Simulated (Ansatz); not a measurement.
Zr3⁺, 3 atoms. Hardware: 2 threads of Arm Neoverse N1 on a shared host.

In the def2 sets Zr takes a core potential; there is no spin–orbit coupling. Correlated methods freeze no core orbitals; core or outer-core shells of Zr are correlated, in sets that lack core-valence functions.

Q: How many basis functions does each of these Ansatz runs have, and roughly what does it cost? r2SCAN-D4/def2-TZVP, charge 0 singlet at the geometry of the charge 1 doublet, energy, from earlier orbitals; PBE-D4/def2-TZVP, charge 0 singlet at the geometry of the charge 1 doublet, energy, from earlier orbitals; RPA@PBE/def2-TZVP, charge 1 doublet, energy; RPA@PBE/def2-TZVP, charge 1 quartet, energy; CCSD(T)/def2-TZVP, charge 1 doublet, energy; CCSD(T)/def2-TZVP, charge 1 quartet, energy; PBE-D4/def2-TZVP, charge 0 triplet at the geometry of the charge 1 doublet, energy, from earlier orbitals; PBE0-D4/def2-TZVP, charge 0 singlet at the geometry of the charge 1 doublet, energy; PBE0-D4/def2-TZVP, charge 1 doublet, relaxation, 8 steps; PBE0-D4/def2-TZVP, charge 1 quartet, relaxation, 5 steps; PBE0-D4/def2-TZVP, charge 0 triplet at the geometry of the charge 1 doublet, energy; r2SCAN-D4/def2-TZVP, charge 0 triplet at the geometry of the charge 1 doublet, energy, from earlier orbitals.

A: Other jobs shared the machine, so times can vary by a factor of up to 3. A dash marks memory too small to be measured apart from the calling script's.

```
                                                                                                         run  functions  fitting or Cholesky vectors  wall time  peak host memory (GiB)
   PBE-D4/def2-TZVP, charge 0 singlet at the geometry of the charge 1 doublet, energy, from earlier orbitals        120                          963      4.9 s                       –
r2SCAN-D4/def2-TZVP, charge 0 singlet at the geometry of the charge 1 doublet, energy, from earlier orbitals        120                          963       12 s                       –
                         PBE0-D4/def2-TZVP, charge 0 singlet at the geometry of the charge 1 doublet, energy        120                         1197       19 s                       –
                                                                 RPA@PBE/def2-TZVP, charge 1 quartet, energy        120                         1098       28 s                       –
                                                                 RPA@PBE/def2-TZVP, charge 1 doublet, energy        120                         1098       53 s                       –
   PBE-D4/def2-TZVP, charge 0 triplet at the geometry of the charge 1 doublet, energy, from earlier orbitals        120                          963       54 s                       –
                                                    PBE0-D4/def2-TZVP, charge 1 quartet, relaxation, 5 steps        120                         1144       63 s                       –
r2SCAN-D4/def2-TZVP, charge 0 triplet at the geometry of the charge 1 doublet, energy, from earlier orbitals        120                          963       70 s                       –
                         PBE0-D4/def2-TZVP, charge 0 triplet at the geometry of the charge 1 doublet, energy        120                         1197       75 s                       –
                                                    PBE0-D4/def2-TZVP, charge 1 doublet, relaxation, 8 steps        120                         1122    2.2 min                       –
                                                                 CCSD(T)/def2-TZVP, charge 1 doublet, energy        120                         1098    2.7 min                     1.4
                                                                 CCSD(T)/def2-TZVP, charge 1 quartet, energy        120                         1098      7 min                       2
```
